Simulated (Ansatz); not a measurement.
`[CH3][Mg][Br]` + H₂O → `[CH3][Mg][OH]` + HBr  (formal hydrolysis of a Mg–Br bond)

Program: Ansatz. Geometries: PBE0-D4/def2-TZVP. ΔE: electronic, gas phase. CCSD(T)/CBS adds triple-zeta CCSD(T) − MP2 to the extrapolated MP2 energy (def2 sets, frozen cores). This one scheme is used for every species. DFT in def2-TZVPP. For Br, Mg outer-core shells are correlated without core-valence functions, which leaves a few kJ/mol of doubt a bond. Scalar relativity is left out up to krypton. One conformer a species, not always the lowest.

```csv
species,B2PLYP energy (Eh)
`[CH3][Mg][Br]`,-2813.74592
H₂O,-76.41329
`[CH3][Mg][OH]`,-315.75093
HBr,-2574.37376
```

Q: Work out ΔE.

A: ΔE = (-315.75093) + (-2574.37376) − (-2813.74592) − (-76.41329) = 0.03452 Eh = +90.6 kJ/mol. CCSD(T)/CBS gives +93.4 kJ/mol.

Largest T1 diagnostic among the species: 0.010.

From r2SCAN to r2SCAN0 (25 % exact exchange), in def2-TZVPP and without D4, ΔE moves by +6.2 kJ/mol. In def2-TZVPP, CCSD(T) changes the Hartree–Fock value by −19.6 kJ/mol (the triples alone add −1.0 kJ/mol) and MP2 by −20.1 kJ/mol.
